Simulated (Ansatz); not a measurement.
Compare A (`OC([SiH3])Cl`) with its isomer B (`OC[SiH2]Cl`).

Isolated molecules relaxed with PBE0-D4/def2-TZVP in Ansatz; ΔE leaves out vibrations. CCSD(T)/CBS adds triple-zeta CCSD(T) − MP2 to the extrapolated MP2 energy (def2 sets, frozen cores). Functionals use def2-TZVPP. Each species was taken in one conformer, which may not be the lowest.

**Question.** Which isomer does CCSD(T)/CBS put lower? Give the gap. (An estimate is asked.)

**Answer.** Computed: B, by 143.7 kJ/mol.

**Question.** Give E(B) − E(A) in kJ/mol with BLYP-D4, CCSD/def2-TZVPP, PBE0-D4, B2PLYP, CCSD(T)/def2-SVP, r2SCAN-D4, PBE-D4. (An estimate is asked.)

**Answer.** The calculation gave: BLYP-D4 -132.7, CCSD/def2-TZVPP -144.0, PBE0-D4 -141.8, B2PLYP -142.2, CCSD(T)/def2-SVP -133.3, r2SCAN-D4 -141.8, PBE-D4 -134.8. None reverses the order clearly.

**Question.** Does the order hold for the free energy at 298.15 K (harmonic terms from PBE0-D4)? (Estimate.)

**Answer.** Ansatz gave: Yes: G(B) − G(A) = -136.3 kJ/mol, for one conformer each.

Largest T1 diagnostic: 0.011.

From BLYP to BHLYP (50 % exact exchange), in def2-TZVPP and without D4, E(B) − E(A) moves by −12.7 kJ/mol. Leaving LDA and LC-ωPBE aside and taking each functional with its dispersion term where it has one, the values, not all of them listed here, spread over 15.3 kJ/mol, from B97M-V to BLYP-D4.
